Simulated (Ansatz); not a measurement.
```yaml
crystal:
  periodic: [false, false, false]
  atoms:
    - {symbol: C, position_ang: [2.071598, 0.071989, -1.834331]}
    - {symbol: O, position_ang: [0.852910, -0.161239, -1.191593]}
    - {symbol: W, position_ang: [-0.512010, 0.603866, -0.250208]}
    - {symbol: F, position_ang: [-1.788347, 0.175141, -1.538357]}
    - {symbol: F, position_ang: [-0.181041, 2.209347, -1.149388]}
    - {symbol: F, position_ang: [-1.809259, 1.585939, 0.670736]}
    - {symbol: Cl, position_ang: [1.027016, 1.300408, 1.365306]}
    - {symbol: O, position_ang: [-0.918848, -0.840705, 0.789944]}
    - {symbol: C, position_ang: [-1.388294, -1.258177, 2.038109]}
    - {symbol: H, position_ang: [2.838766, 0.237351, -1.072061]}
    - {symbol: H, position_ang: [1.985920, 0.959987, -2.465606]}
    - {symbol: H, position_ang: [2.329409, -0.798353, -2.439176]}
    - {symbol: H, position_ang: [-1.623524, -2.322386, 1.994284]}
    - {symbol: H, position_ang: [-2.279810, -0.683882, 2.302204]}
    - {symbol: H, position_ang: [-0.604485, -1.079285, 2.780138]}
basis:
  gaussian: {orbitals: def2-TZVP}
magnetization: {spin_polarized: true, initial_magnetization: 1}
hamiltonian: {xc: {name: HF}}
correlation: {method: ccsd, diis_vectors: 2}
accuracy: high
scf: {lower_state_search: off}
```

```sh
$ ansatz run in.yaml --threads 4 --pin off --events-out ev --progress --plain --max-ram 46080MiB --backend cuda --devices 0, --max-vram 37GiB
```

Shortened log:

```
Error: a molecule whose nuclei and cores have a total charge of 92 cannot have a net charge of 0 together with 1 unpaired electrons
```

(1) Something in this input is off. What?

## Answers

(1) The number of unpaired electrons doesn't fit the electron count. The input was rejected before any iteration.
